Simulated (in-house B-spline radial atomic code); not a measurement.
Successive ionisation energies of erbium; each step leads to the configuration of the next row (after the last: [Ne] 3s2). NIST's values go from ground level to ground level; the uncertainty of those that are theory runs from under 0.1 % in few-electron ions to several per cent in heavy many-electron ones. Computed with a B-spline radial code for spherical atoms: non-relativistic Hartree-Fock, average of the configuration, point nuclei.

This level leaves out relativity, spin-orbit splitting included, which matters for heavy ions.

```tsv
ion	configuration	ionisation energy (eV)	tabulated value (eV)	computed minus tabulated (eV)	highest orbital	largest mean radius (bohr)
Er49+	[Ar] 3d1	4253.0	4294	-41	3d	0.22503
Er50+	[Ne] 3s2 3p6	4586.2	4639	-53	3p	0.22381
Er51+	[Ne] 3s2 3p5	4695.1	4748	-53	3p	0.2229
Er52+	[Ne] 3s2 3p4	?	?	?	?	?
Er53+	[Ne] 3s2 3p3	?	?	?	?	?
Er54+	[Ne] 3s2 3p2	5027.1	5329	-302	3p	0.22022
Er55+	[Ne] 3s2 3p1	5139.4	5455	-316	3p	0.21934
```

(1) Fill in the row of Er52+.

(2) Fill in the row of Er53+.

## Answers

(1) ionisation energy (eV): 4804.9; tabulated value (eV): 4866; computed minus tabulated (eV): -61; highest orbital: 3p; largest mean radius (bohr): 0.22199.

(2) ionisation energy (eV): 4915.6; tabulated value (eV): 4978; computed minus tabulated (eV): -62; highest orbital: 3p; largest mean radius (bohr): 0.2211.
